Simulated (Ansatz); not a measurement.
Consider the ligand exchange at the Si–O bond: `N[Si@H](Cl)O[Si@@H](N)O` + HCl → `N[SiH](O)Cl` + `N[SiH](O)Cl`.

Calculated with Ansatz (gas phase, PBE0-D4/def2-TZVP geometries, no zero-point term in ΔE). CBS: MP2 limit from def2 TZ/QZ plus the TZ coupled-cluster correction, frozen cores. This one scheme is used for every species. Functionals use def2-TZVPP. Each species was taken in one conformer, which may not be the lowest.

```csv
species,PBE0 energy (Eh)
`N[Si@H](Cl)O[Si@@H](N)O`,-1303.10676
HCl,-460.66547
`N[SiH](O)Cl`,-881.88438
`N[SiH](O)Cl`,-881.88438
```

(1) Work out ΔE.

Largest T1 diagnostic among the species: 0.011.

Results:

(1) ΔE = (-881.88438) + (-881.88438) − (-1303.10676) − (-460.66547) = 0.00347 Eh = +9.1 kJ/mol. CCSD(T)/CBS gives +22.5 kJ/mol.

From PBE to PBE0 (25 % exact exchange), in def2-TZVPP and without D4, ΔE moves by +4.2 kJ/mol. The D4 term adds +9.5 kJ/mol with B3LYP and +6.2 kJ/mol with PBE0; it sums over pairs of atoms, weighted by their polarisabilities, and B3LYP, whose exchange is more repulsive, gets the larger term.

B3LYP here is the variant with VWN-RPA as its local correlation; programs differ in this.
